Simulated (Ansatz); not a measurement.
A nudged elastic band was laid between two geometries of C2H7BOS (12 atoms, charge 0, multiplicity 1).

Theory: Ansatz, RKS r2SCAN/6-31G*.

```json
{
 "movable images": "5",
 "climbing image": "yes",
 "spring": "5.0 eV/Å²",
 "optimiser": "quadratic models (default)",
 "start path": "IDPP",
 "force threshold": "0.03 eV/Å",
 "iteration limit": "60",
 "end points": "relaxed"
}
```

First end point:

```xyz
12
Properties=species:S:1:pos:R:3
C -1.094 1.050 0.046
B -0.117 0.001 -0.659
C 0.465 -1.151 0.215
O 0.236 -1.316 1.528
S 1.848 0.433 -0.239
H -1.107 2.002 -0.499
H -0.848 1.305 1.091
H -2.125 0.668 0.039
H -0.218 -0.217 -1.837
H 1.001 -2.020 -0.169
H -0.380 -0.613 1.808
H 2.414 -0.198 -1.290
```

Last end point:

```xyz
12
Properties=species:S:1:pos:R:3
C -0.850 1.109 -0.808
B -0.258 0.259 0.397
C 0.304 -1.178 0.193
O 0.293 -2.149 1.120
S 1.780 0.343 0.551
H -0.382 0.878 -1.777
H -0.744 2.188 -0.637
H -1.926 0.909 -0.917
H -0.671 0.431 1.526
H 0.639 -1.591 -0.761
H -0.151 -1.786 1.909
H 2.043 0.534 -0.761
```

Q: What changes between the two ends?

A: No bond is made or broken. The dihedral H8–C1–B2–C3 goes from -86 to 89°.

Q: Give the energies along the band, and the barrier.

A: The forces met the threshold. The highest image is number 3 of 0 to 6, 0.51 eV above the first end and 0.54 eV above the last; the last end lies 0.03 eV below the first. The profile has 2 maxima (images 1, 3) with wells between them (image 2): this band takes more than one step, which may be the mechanism or a detour left from its start path. A vibrational analysis at the climbing image gives one clearly imaginary mode, 95i cm⁻¹: a first-order saddle point.

```tsv
image	path coordinate (Å)	energy (eV)	dihedral H8–C1–B2–C3 (°)
0	0.00	0.00	-86
1	1.75	0.38	-103
2	3.50	0.34	-143
3	5.24	0.51	-149
4	6.80	0.44	168
5	8.36	0.38	136
6	9.91	-0.03	89
```

Q: What is the geometry of the highest image?

A: 
```xyz
12
Properties=species:S:1:pos:R:3:forces:R:3
C -1.137 1.332 -0.326 0.01 0.00 -0.02
B -0.748 -0.171 -0.423 0.00 0.00 0.00
C 0.672 -0.796 -0.067 -0.01 -0.02 0.01
O 0.513 -1.924 0.797 0.01 0.00 0.00
S 1.831 0.459 0.633 0.00 0.00 0.00
H -1.014 1.716 -1.357 0.00 0.00 0.01
H -0.503 1.958 0.312 0.00 0.00 0.00
H -2.194 1.498 -0.084 0.00 0.00 0.00
H -1.545 -0.977 -0.824 0.00 0.00 0.00
H 1.132 -1.210 -0.974 0.00 0.00 0.00
H 0.168 -1.582 1.639 0.00 0.00 0.00
H 2.902 -0.360 0.707 0.00 0.00 0.00
```

The band took 22 iterations and of the order of 13 core-minutes.

Time of the run: 6.6 min on 2 threads of Arm Neoverse V1, with other jobs on the host, peak memory 0.17 GiB.
